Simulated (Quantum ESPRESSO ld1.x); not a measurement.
Q: These are the eigenvalues of the occupied orbitals of an atom or ion with whole-number occupations (eV). All-electron calculation, Dirac Kohn-Sham, LDA (Slater exchange, Perdew-Zunger correlation), spin-unpolarised, spherical densities, point nucleus. Program: ld1.x of Quantum ESPRESSO 7.5.

| orbital | eigenvalue |
|---|---|
| 1s1/2 | -4383.79 |
| 2s1/2 | -999.066 |

Which element is it, and in what charge state? The configuration may be excited. Open shells, if any, are shared by 2j + 1.

A: Z = 19, potassium, charge +16: K16+ in [He] 2s1. The 1s level, -161.1 hartree, gives Z - s = 18.0 by -(Z - s)^2/2, which with screening and relativity narrows Z to a few neighbours, and the depths must fix Z and the occupations together.
